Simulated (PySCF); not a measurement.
CH$_{3}$AlCl, charge +1, singlet, at a GFN2-xTB geometry (such geometries of metal compounds can be far from the true shape).

PySCF was given this input:
```python
from pyscf import gto, scf, mp

mol = gto.Mole()
mol.atom = '''
    Al    0.13948726   -0.88189477    0.77212606
    C    -0.07554861    0.58719174   -0.49966655
    H    -0.90644447    1.24487113   -0.20855913
    H    -0.27870186    0.19683686   -1.50671822
    H     0.84415110    1.18771775   -0.54009828
    Cl    0.38412364   -2.37473170    2.05485401
'''
mol.basis = 'aug-pcseg-1'
mol.charge = 1
mol.verbose = 5
mol.build()

mf = scf.RHF(mol)
mf.kernel()

pt = mp.MP2(mf, frozen=11)
pt.kernel()
print('E(MP2) = %.10f' % pt.e_tot)
```

Task: Estimate the SCF-reference HOMO-LUMO gap that PySCF with MP2/aug-pcseg-1 returns for this input.

Result: 13.91 eV

Task: Estimate the nuclear repulsion energy that MP2/aug-pcseg-1 returns for this input.

Result: 117.4843 Eh

Task: Give the total energy at the level MP2/aug-pcseg-1.

Result: -741.1076 Eh

Task: Estimate the number of basis functions that MP2/aug-pcseg-1 returns for this input.

Result: 104

Task: What SCF-reference HOMO energy does MP2/aug-pcseg-1 give?

Result: -18.36 eV
